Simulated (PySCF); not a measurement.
Species: HgI₂ (singlet state).
Cartesian coordinates in Å at the PBE0-D3(BJ)/def2-SVP level; atoms count from 1:
```
atom  x, y, z in Å
Hg1    0.000    0.000    0.000
I2    -0.020   -0.024    2.606
I3     0.019    0.024   -2.606
```

Computed with TDDFT CAM-B3LYP/def2-SVPD, vertical, gas phase, core orbitals frozen in the response, def2 core potentials past Kr (PySCF 2.14.0, density-fitted response routines). Spin–orbit coupling is left out.

Transition dipole moments from the ground state, in atomic units and in the frame of the coordinates above (overall signs are arbitrary), for the states with f of 0.002 or more among the lowest 5:

| state | E (hartree) | μx | μy | μz |
| --- | --- | --- | --- | --- |
| S3 | 0.1571 | 0.012 | -0.327 | -0.003 |
| S4 | 0.1571 | 0.327 | 0.012 | 0.003 |
| S5 | 0.2037 | 0.011 | 0.013 | -1.421 |

Task: What oscillator strength does each state have?

Result: f = (2/3) ΔE |μ|² with ΔE in hartree (27.2114 eV).

```tsv
state	|μ|² (au)	|μ| (D)	f
S3	0.107	0.83	0.011
S4	0.107	0.83	0.011
S5	2.020	3.61	0.274
```

Task: Label these states by symmetry in D∞h.

Result: Polarised along the molecular axis, so Σu+: S5. Polarised across the molecular axis, so Πu: S3 and S4.

Task: What peak molar absorption coefficient would the strongest computed level give as a lone Gaussian band 0.5 eV wide at half height?

Result: ε(max) = 2.175×10⁸ f / FWHM, with the width in cm⁻¹. S5: 2.175×10⁸ × 0.2742 / 4033 ≈ 15000 L mol⁻¹ cm⁻¹.

S3/S4 coincide within about 0.01 eV; within a degenerate level the directions of the single components are arbitrary.

The vertical ionisation energy (ΔSCF) is 9.82 eV, 4.28 eV above S5.

Hardware: an x86-64 server with one thread, no GPU, on a shared host. Cost: 40 s.
